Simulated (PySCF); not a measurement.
Molecule: SMILES C=CC(=C)C(F)F, C5H6F2.

Bonds (- single, = double, # triple, : aromatic): C1=C2, C2-C3, C3=C4, C3-C5, C5-F6, C5-F7. C1 carries H8, H9; C2 carries H10; C4 carries H11, H12; C5 carries H13. H11 is cis to C2; H8 is cis to C3; H12 is trans to C2; H9 is trans to C3.

Frames of a GFN2-xTB Langevin trajectory at 300 K; GIAO PBE0/pcSseg-1 shieldings in PySCF 2.14, gas phase, non-relativistic; equivalent atoms averaged within each frame.

δ = σ(ref) − σ, references computed at the same level: $^{13}$C (σref 186.93), $^{1}$H (σref 31.72) against TMS; CFCl3 for $^{19}$F (σref 170.95). The references are static minima.

Task: How do the shifts (ppm) fluctuate along the trajectory?

Result: 
```
         time (fs)     C3     C2     C1     C4     C5   F6/F7   H13   H10    H8   H12
optimised geometry  148.4  142.4  123.6  127.1  118.6  -144.3  6.66  6.66  5.72  6.11
               250  151.8  150.3  128.7  125.6  116.3  -141.1  7.91  6.74  6.51  6.42
               425  152.5  136.0  124.2  130.6  127.8  -125.4  7.69  7.18  5.29  6.30
               625  153.7  147.9  116.0  136.4  122.4  -108.7  6.90  7.05  5.63  6.10
               800  146.6  141.7  122.5  125.6  119.1  -102.8  7.78  7.08  5.89  6.30
              1000  147.8  144.3  119.9  122.9  120.9  -123.6  8.26  6.27  5.98  6.65
    mean of frames  150.5  144.0  122.3  128.2  121.3  -120.3  7.71  6.87  5.86  6.35
standard deviation    3.1    5.6    4.8    5.4    4.3    15.1  0.50  0.37  0.45  0.20
```

5 frames give an uncertainty of the mean of about the standard deviation over 2.2 at best, since frames this close in time may not be independent; classical motion lacks zero-point vibration, and the reference would need the same averaging.
